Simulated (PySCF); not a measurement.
A calculated (B2PLYP, PySCF 2.14, cc-pVDZ-X2C, the spin-free X2C one-electron Hamiltonian (Gaussian nucleus)) atom or ion has these occupied shells.

```tsv
shell	electrons	orbital energy (eV)	rms radius, mean of both spins (bohr)
1s α	1	-50249.0	0.0249
1s β	1	-50248.9	0.0249
2s α	1	-8360.8	0.101
2s β	1	-8360.6	0.101
2p α	3	-7450.2	0.0906
2p β	3	-7450.0	0.0906
3s α	1	-1882.0	0.260
3s β	1	-1878.4	0.260
3p α	3	-1595.7	0.261
3p β	3	-1591.8	0.261
3d α	5	-1210.8	0.239
3d β	5	-1206.9	0.239
4s α	1	-395.04	0.588
4s β	1	-385.77	0.588
4p α	3	-299.20	0.624
4p β	3	-289.28	0.624
4d α	5	-164.09	0.687
4d β	5	-152.08	0.687
5s α	1	-57.304	1.43
5s β	1	-53.330	1.43
5p α	3	-32.211	1.68
5p β	3	-28.894	1.68
4f α	7	-16.834	0.944
6s α	1	-5.060	4.40
5d α	1	-5.033	2.90
6s β	1	-4.635	4.40
```

**Question.** Name the element and its charge.

**Answer.** Gd (gadolinium, neutral), in [Xe] 4f7 5d1 6s2, high-spin 9D determinant.
